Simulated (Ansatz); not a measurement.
Cost and result up the ladder for SiCl3(NHEt) (C2H6Cl3NSi) (13 atoms). Charge 0, multiplicity 1. Geometry: r2SCAN-D4/def2-SVP.

Cartesian coordinates in Å:
```
C 0.1704 0.0044 1.0308
C -1.0608 -0.8786 1.1934
Cl 1.9054 0.1917 -3.0706
Cl -1.3116 0.7513 -2.4037
Cl 0.9317 2.7918 -1.1446
N 0.8434 -0.1571 -0.2561
Si 0.5996 0.8198 -1.6191
H 1.2622 -1.0714 -0.4100
H 0.8955 -0.1946 1.8402
H -0.1061 1.0678 1.1336
H -1.8078 -0.6544 0.4163
H -1.5268 -0.7250 2.1799
H -0.7952 -1.9455 1.1098
```

Ansatz on 4 threads of Arm Neoverse V2 on a shared host. Times are rough, and most runs start from the orbitals of an earlier one. ωB97X-V/def2-TZVP serves as the yardstick here, not as an exact answer. Differences are given only for rows in sets of like size (and for xTB, whose basis is part of the method), since another set adds its own error. Binding counts from free atoms at the same level (C triplet, Cl doublet, N quartet, Si triplet, H doublet; other spins of the atoms weren't run), without zero-point energy or a counterpoise term.

LC-ωPBE has ω = 0.4 bohr⁻¹. Correlated methods freeze 23 core orbitals. The rows differ in basis, and correlated rows in double-zeta sets carry the largest basis error.

Correlated methods converge slowly with the basis, most of all in double-zeta sets.

```
                         level  functions  wall time  binding energy per atom (eV)  difference from ωB97X-V/def2-TZVP (eV)
                     HF/STO-3G         57     0.25 s                          3.31                                       –
               PBE-D4/def2-SVP        144      1.8 s                          3.93                                       –
              PBE0-D4/def2-SVP        144      2.7 s                          3.87                                       –
PBE-D4/def2-TZVP (with forces)        277      4.4 s                          3.92                                    0.06
             LC-ωPBE/def2-TZVP        277      4.9 s                          3.82                                   -0.04
                  HF/def2-TZVP        277        5 s                          2.81                                   -1.06
                 MP2/def2-TZVP        277      6.5 s                          3.78                                   -0.08
             PBE0-D4/def2-TZVP        277        7 s                          3.86                                    0.00
           r2SCAN-D4/def2-TZVP        277      8.5 s                          3.86                                   -0.01
             ωB97X-V/def2-TZVP        277       15 s                          3.86                                    0.00
              CCSD(T)/def2-SVP        144       25 s                          3.60                                       –
```
